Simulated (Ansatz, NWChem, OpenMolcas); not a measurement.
**How basis sets differ on ZrO (SMILES [O][Zr])**

The species is ZrO (2 atoms), meant as a singlet with charge 0. SMILES: `[O][Zr]`. The bond length is the measured one.

```xyz
2

O     0.0000    0.0000    0.0000
Zr    0.0000    0.0000    1.7116
```

Each level gives the HOMO–LUMO gap (eV). The values are calculated.

```
                         level          kind     program  value (eV)
          HF/ANO-RCC-MB (DKH2)  Hartree–Fock  OpenMolcas        5.37
                     HF/STO-3G  Hartree–Fock  OpenMolcas        6.83
HF/def2-SV(P) (core potential)  Hartree–Fock      Ansatz        7.06
                      HF/3-21G  Hartree–Fock      NWChem        6.89
  HF/def2-SVP (core potential)  Hartree–Fock      NWChem        7.03
 HF/def2-TZVP (core potential)  Hartree–Fock      NWChem        7.05
```

All-electron rows without a relativistic Hamiltonian named are non-relativistic, while core potentials hold scalar relativity, so basis and relativity change together. The values span 5.37 to 7.06 eV. A Hartree–Fock LUMO above zero doesn't converge with the basis: it sinks as sets grow more diffuse. Orbital gaps aren't excitation energies.
